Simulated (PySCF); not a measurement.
From one molecule to another.

First species: C11H8O.
Cartesian coordinates in Å at the GFN2-xTB level; atoms count from 1:
```
atom  x, y, z in Å
C1     5.389    1.486    0.047
C2     4.283    1.009    0.020
C3     3.038    0.473   -0.008
C4     1.924   -0.003   -0.032
C5     0.634   -0.569   -0.060
C6     0.482   -1.949   -0.175
C7    -0.790   -2.491   -0.200
C8    -1.902   -1.678   -0.113
C9    -1.757   -0.292    0.002
O10   -2.921    0.412    0.079
C11   -2.858    1.812    0.197
C12   -0.487    0.262    0.029
H13    6.352    1.901    0.071
H14    1.357   -2.579   -0.244
H15   -0.917   -3.560   -0.289
H16   -2.900   -2.086   -0.131
H17   -3.892    2.149    0.240
H18   -2.341    2.118    1.112
H19   -2.366    2.268   -0.669
H20   -0.334    1.327    0.118
```

Second species: C6H14O2Si.
SMILES: `CCC1(CC)CO[SiH2]O1`

Levels: PBE0/pcSseg-1 for HOMO energy, LUMO energy and HOMO–LUMO gap. Geometries: GFN2-xTB. Each structure is a single optimised conformer of the isolated species, non-relativistic unless stated. Electronic properties by PySCF.

Dipoles, sizes and rotational constants follow the conformer. The torsions of the flexible species, by atom-mapped SMILES:
- `[CH:1]#[C:2][C:3]#[C:4][c:5]1[cH:6][cH:7][cH:8][c:9]([O:10][CH3:11])[cH:12]1`: C8–C9–O10–C11 180°

The conformers of `CCC1(CC)CO[SiH2]O1` aren't listed.

```
     property  column X  column Y
  HOMO energy  -6.52 eV  -7.84 eV
  LUMO energy  -1.58 eV   0.68 eV
HOMO–LUMO gap   4.94 eV   8.52 eV
```

Q: Which column belongs to which species?

A: Column X is the first species and column Y the second. The first has 20 atoms and 82 electrons, the second 23 and 80.

Q: How does each property change from the first species to the second?

A: HOMO energy -1.32 eV; LUMO energy +2.26 eV; HOMO–LUMO gap +3.58 eV.

